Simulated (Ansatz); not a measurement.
`S[Si]Br` + H–F → `F[Si]S` + HBr at 298.15 K and 1 bar (ligand exchange at the Si–Br bond).

Isolated molecules relaxed with PBE0-D4/def2-TZVP in Ansatz; ΔE leaves out vibrations. CCSD(T)/CBS is the MP2 limit (def2-TZVPP, def2-QZVPP) plus CCSD(T) − MP2 in def2-TZVPP, frozen cores. This one scheme is used for every species. For Br outer-core shells are correlated without core-valence functions, which leaves a few kJ/mol of doubt a bond. Scalar relativity is left out up to krypton. Each species was taken in one conformer, which may not be the lowest.

```csv
species,CCSD(T)/CBS energy (Eh),H − E (kJ/mol),S (J/(mol·K))
`S[Si]Br`,-3260.81547,43.4,305.1
H–F,-100.39570,33.5,173.6
`F[Si]S`,-787.30018,44.8,282.7
HBr,-2573.91920,24.6,198.6
```

H − E and S are ideal-gas, rigid-rotor, harmonic terms from PBE0-D4/def2-TZVP, for one conformer and one mirror image of each species. 1 Eh = 2625.50 kJ/mol, R = 8.31446 J/(mol·K).

Question: By hand: ΔE, ΔH, ΔS and ΔG.

Answer: ΔE = (-787.30018) + (-2573.91920) − (-3260.81547) − (-100.39570) = -0.00821 Eh = -21.6 kJ/mol. Δ(H − E) = 44.8 + 24.6 − 43.4 − 33.5 = -7.5, so ΔH = -29.1 kJ/mol. ΔS = 282.7 + 198.6 − 305.1 − 173.6 = 2.6 J/(mol·K). ΔG = -29.1 − 298.15 × (2.6)/1000 = -29.9 kJ/mol.

Question: By hand: the equilibrium constant, and the temperature at which ΔG would vanish if ΔH and ΔS stayed fixed.

Answer: log₁₀ K = −ΔG/(RT ln 10) = 5.2. ΔH and −TΔS have one sign here, so there is no such temperature. One of them is within its doubt of zero, so this could turn.

The number of gas molecules stays the same, so ΔS is small and ΔH decides. A doubt of 5 kJ/mol in ΔE shifts log₁₀ K by 0.9 here. Other conformers and mirror images would add mixing entropy, several J/(mol·K) or more a flexible species. These are equilibria of isolated gas molecules and say nothing of rates. Largest T1 diagnostic: 0.015 (customary marks: 0.02 for closed shells, 0.045 for open ones).
